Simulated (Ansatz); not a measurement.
Geometry optimisation of CH₇InSi (`C[SiH2][InH2]`).

```yaml
crystal:
  periodic: [false, false, false]
  atoms:
    - {symbol: C, position_ang: [-1.153310, 0.735620, -0.870710]}
    - {symbol: Si, position_ang: [-0.211810, -0.852420, -0.378440]}
    - {symbol: In, position_ang: [1.566840, -0.148110, 1.384100]}
    - {symbol: H, position_ang: [-1.915750, 0.543300, -1.620530]}
    - {symbol: H, position_ang: [-0.466500, 1.477120, -1.277020]}
    - {symbol: H, position_ang: [-1.642870, 1.178460, -0.004610]}
    - {symbol: H, position_ang: [0.406440, -1.437350, -1.588670]}
    - {symbol: H, position_ang: [-1.176400, -1.841610, 0.149250]}
    - {symbol: H, position_ang: [1.362720, -0.056940, 3.151600]}
    - {symbol: H, position_ang: [3.230630, 0.401920, 1.055020]}
basis:
  gaussian: {orbitals: def2-TZVP}
hamiltonian: {xc: pbe0, dispersion: d4}
relax: {f_tol: 0.005, max_steps: 150}
```

```sh
$ ansatz run in.yaml --threads 2 --pin off --events-out ev --progress --plain --max-ram 4352MiB
```

Output, abridged:

```
Functional definition: PBE0
mean field -14197.96569498 eV, -521.7656155637 hartree, gradient 1.1e-5 eV, S^2 0.000000; 0 other end points of the search recorded, 0 dependent functions left out
relax step   1: F+E_penalty+E_count = -14198.12367065 eV  Δ(F+E_penalty+E_count) = +0.000e0 eV  max|allowed force component| = 7.445e-1 eV/Å  Δτ_max = 0.0000 Å  (26 SCF iters, accepted)
mean field -14198.02887583 eV, -521.7679374171 hartree, gradient 1.8e-5 eV, S^2 0.000000; 0 other end points of the search recorded, 0 dependent functions left out
relax step   2: F+E_penalty+E_count = -14198.18837505 eV  Δ(F+E_penalty+E_count) = -6.470e-2 eV  max|allowed force component| = 1.475e-1 eV/Å  Δτ_max = 0.1944 Å  (29 SCF iters, accepted)
mean field -14198.04155088 eV, -521.7684032166 hartree, gradient 1.3e-5 eV, S^2 0.000000; 0 other end points of the search recorded, 0 dependent functions left out
relax step   3: F+E_penalty+E_count = -14198.20083861 eV  Δ(F+E_penalty+E_count) = -1.246e-2 eV  max|allowed force component| = 1.375e-1 eV/Å  Δτ_max = 0.0494 Å  (30 SCF iters, accepted)
mean field -14198.04269680 eV, -521.7684453285 hartree, gradient 1.3e-5 eV, S^2 0.000000; 0 other end points of the search recorded, 0 dependent functions left out
relax step   4: F+E_penalty+E_count = -14198.20196699 eV  Δ(F+E_penalty+E_count) = -1.128e-3 eV  max|allowed force component| = 7.268e-2 eV/Å  Δτ_max = 0.0376 Å  (31 SCF iters, accepted)
mean field -14198.04035423 eV, -521.7683592407 hartree, gradient 1.2e-5 eV, S^2 0.000000; 0 other end points of the search recorded, 0 dependent functions left out
relax step   5: F+E_penalty+E_count = -14198.19941991 eV  Δ(F+E_penalty+E_count) = +2.547e-3 eV  max|allowed force component| = 1.136e-1 eV/Å  Δτ_max = 0.0283 Å  (30 SCF iters, rejected (line search))
mean field -14198.04457208 eV, -521.7685142436 hartree, gradient 1.3e-5 eV, S^2 0.000000; 0 other end points of the search recorded, 0 dependent functions left out
relax step   6: F+E_penalty+E_count = -14198.20344056 eV  Δ(F+E_penalty+E_count) = -1.474e-3 eV  max|allowed force component| = 1.716e-2 eV/Å  Δτ_max = 0.0136 Å  (30 SCF iters, accepted)
mean field -14198.04512587 eV, -521.7685345950 hartree, gradient 1.3e-5 eV, S^2 0.000000; 0 other end points of the search recorded, 0 dependent functions left out
relax step   7: F+E_penalty+E_count = -14198.20378637 eV  Δ(F+E_penalty+E_count) = -3.458e-4 eV  max|allowed force component| = 5.606e-3 eV/Å  Δτ_max = 0.0135 Å  (30 SCF iters, accepted)
mean field -14198.04504898 eV, -521.7685317693 hartree, gradient 1.2e-5 eV, S^2 0.000000; 0 other end points of the search recorded, 0 dependent functions left out
relax step   8: F+E_penalty+E_count = -14198.20353278 eV  Δ(F+E_penalty+E_count) = +2.536e-4 eV  max|allowed force component| = 4.803e-2 eV/Å  Δτ_max = 0.0084 Å  (30 SCF iters, rejected (line search))
mean field -14198.04522592 eV, -521.7685382719 hartree, gradient 1.2e-5 eV, S^2 0.000000; 0 other end points of the search recorded, 0 dependent functions left out
relax step   9: F+E_penalty+E_count = -14198.20382795 eV  Δ(F+E_penalty+E_count) = -4.157e-5 eV  max|allowed force component| = 1.745e-3 eV/Å  Δτ_max = 0.0042 Å  (31 SCF iters, accepted)
mean field -14198.04532206 eV, -521.7685418048 hartree, gradient 1.2e-5 eV, S^2 0.000000; 0 other end points of the search recorded, 0 dependent functions left out
relax step  10: F+E_penalty+E_count = -14198.20384394 eV  Δ(F+E_penalty+E_count) = -1.599e-5 eV  max|allowed force component| = 1.634e-3 eV/Å  Δτ_max = 0.0055 Å  (31 SCF iters, accepted)
mean field -14198.04532206 eV, -521.7685418048 hartree, gradient 2.1e-5 eV, S^2 0.000000; 1 other end points of the search recorded, 0 dependent functions left out
Total energy: -14198.20388997 eV, -521.7743690680 hartree
Atom 0 at    -1.165419     0.747686    -0.880413 Å, force    -0.000138    -0.000059    -0.000102 eV/Å
Atom 1 at    -0.176490    -0.761169    -0.332522 Å, force     0.001634    -0.000774     0.001296 eV/Å
Atom 2 at     1.614747    -0.151097     1.421254 Å, force    -0.000663     0.000870    -0.000450 eV/Å
Atom 3 at    -1.914894     0.460811    -1.621644 Å, force    -0.000155     0.000263     0.000011 eV/Å
Atom 4 at    -0.515273     1.501094    -1.330291 Å, force    -0.000042    -0.000342     0.000110 eV/Å
Atom 5 at    -1.683233     1.205805    -0.035018 Å, force     0.000076    -0.000090    -0.000105 eV/Å
Atom 6 at     0.465194    -1.382374    -1.528053 Å, force    -0.000199     0.000400    -0.000147 eV/Å
Atom 7 at    -1.113410    -1.781011     0.223440 Å, force    -0.000282     0.000447    -0.000232 eV/Å
Atom 8 at     1.271037    -0.163064     3.120171 Å, force    -0.000432    -0.000411     0.000103 eV/Å
Atom 9 at     3.217731     0.323309     0.963066 Å, force     0.000200    -0.000304    -0.000484 eV/Å
Dipole moment:    -0.138037     0.105554    -0.100435 e Å
```

Run time 73 s (2 threads of an Arm Neoverse N1 on a shared host); peak host memory 0.39 GiB.
